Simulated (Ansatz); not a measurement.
Steps of a relaxation of C2H6F2Si (`CC[SiH](F)F`) with RKS PBE-D4/def2-SVP.

```sh
$ ansatz run in.yaml --threads 4 --pin off --events-out ev --progress --plain --max-ram 10444MiB
```

```yaml
crystal:
  periodic: [false, false, false]
  atoms:
    - {symbol: C, position_ang: [-0.836300, 0.720800, -0.800100]}
    - {symbol: C, position_ang: [-0.300700, -0.552500, -0.318600]}
    - {symbol: Si, position_ang: [0.996600, -0.402400, 0.969200]}
    - {symbol: F, position_ang: [2.312100, 0.474500, 0.382700]}
    - {symbol: F, position_ang: [0.418000, 0.345100, 2.238900]}
    - {symbol: H, position_ang: [-1.651600, 0.590800, -1.571400]}
    - {symbol: H, position_ang: [-1.325000, 1.329200, 0.008900]}
    - {symbol: H, position_ang: [-0.077600, 1.419700, -1.270100]}
    - {symbol: H, position_ang: [0.118000, -1.075400, -1.134600]}
    - {symbol: H, position_ang: [-1.108100, -1.166000, 0.103600]}
    - {symbol: H, position_ang: [1.519800, -1.740800, 1.412000]}
basis:
  gaussian: {orbitals: def2-SVP}
hamiltonian: {xc: pbe, dispersion: d4}
relax: {f_tol: 0.03, max_steps: 200}
```

Positions (Å) and forces (eV/Å) along the path, 5 of 5 steps:

```xyz
11
step=1 energy=-15465.9605 eV
C    -0.836    0.721   -0.800   -1.412    2.869   -1.058
C    -0.301   -0.552   -0.319   -0.018   -0.143    1.359
Si    0.997   -0.402    0.969    2.190   -0.636   -1.406
F     2.312    0.474    0.383   -1.203   -0.644    0.539
F     0.418    0.345    2.239   -0.565    0.992    1.418
H    -1.652    0.591   -1.571    0.452   -0.004    0.295
H    -1.325    1.329    0.009    0.235   -0.236   -0.177
H    -0.078    1.420   -1.270   -0.303   -0.587    0.301
H     0.118   -1.075   -1.135    0.814   -1.323   -1.451
H    -1.108   -1.166    0.104   -0.226   -0.425    0.164
H     1.520   -1.741    1.412    0.035    0.136    0.016
11
step=2 energy=-15466.1889 eV
C    -0.864    0.756   -0.811   -0.476    1.162   -0.427
C    -0.301   -0.554   -0.326   -0.043   -0.221    0.402
Si    1.006   -0.428    0.980    1.243   -0.114   -1.008
F     2.281    0.462    0.384   -0.661   -0.406    0.363
F     0.428    0.354    2.254   -0.325    0.546    0.830
H    -1.656    0.626   -1.587    0.171   -0.079    0.150
H    -1.331    1.357    0.005    0.108   -0.175   -0.041
H    -0.089    1.419   -1.268   -0.067   -0.227    0.122
H     0.131   -1.119   -1.159    0.194   -0.378   -0.384
H    -1.100   -1.189    0.105   -0.108   -0.160   -0.003
H     1.560   -1.742    1.443   -0.037    0.051   -0.004
11
step=3 energy=-15466.2469 eV
C    -0.871    0.777   -0.814   -0.021    0.091   -0.038
C    -0.308   -0.565   -0.335   -0.007   -0.147    0.088
Si    1.015   -0.422    0.972    0.112   -0.085   -0.144
F     2.265    0.460    0.392   -0.058    0.004    0.032
F     0.434    0.385    2.265   -0.037    0.069    0.070
H    -1.654    0.640   -1.585   -0.022    0.000   -0.018
H    -1.321    1.349    0.023    0.000   -0.016    0.008
H    -0.076    1.413   -1.253    0.011    0.002   -0.006
H     0.127   -1.150   -1.177    0.001    0.041    0.001
H    -1.110   -1.215    0.086    0.024    0.049   -0.016
H     1.565   -1.729    1.447   -0.004   -0.008    0.024
11
step=4 energy=-15466.2481 eV
C    -0.870    0.778   -0.814    0.008    0.015    0.010
C    -0.309   -0.568   -0.334    0.008   -0.049    0.006
Si    1.018   -0.427    0.970   -0.025   -0.002   -0.017
F     2.259    0.465    0.390    0.007    0.009    0.004
F     0.431    0.386    2.261    0.006    0.004    0.002
H    -1.655    0.643   -1.586    0.001   -0.005    0.000
H    -1.318    1.347    0.026   -0.002    0.004    0.000
H    -0.072    1.412   -1.252   -0.001   -0.001    0.001
H     0.125   -1.149   -1.179   -0.005    0.008   -0.006
H    -1.113   -1.214    0.086    0.000    0.014   -0.004
H     1.570   -1.730    1.454    0.002    0.003    0.003
11
step=5 energy=-15466.2483 eV
C    -0.868    0.778   -0.812    0.001   -0.002    0.001
C    -0.310   -0.572   -0.335    0.009   -0.006   -0.005
Si    1.017   -0.427    0.968   -0.018   -0.003    0.012
F     2.256    0.468    0.388    0.005    0.005   -0.002
F     0.428    0.387    2.258    0.006   -0.004   -0.012
H    -1.653    0.645   -1.584    0.001    0.002    0.001
H    -1.315    1.346    0.028    0.001    0.000    0.000
H    -0.069    1.410   -1.250    0.000    0.000    0.001
H     0.122   -1.150   -1.182   -0.005    0.004    0.002
H    -1.116   -1.215    0.085   -0.003    0.001    0.000
H     1.572   -1.728    1.456    0.004    0.003    0.001
```

Hardware: 4 threads of an Arm Neoverse V1 on a shared host. Wall time 7 s, peak host memory 0.14 GiB.
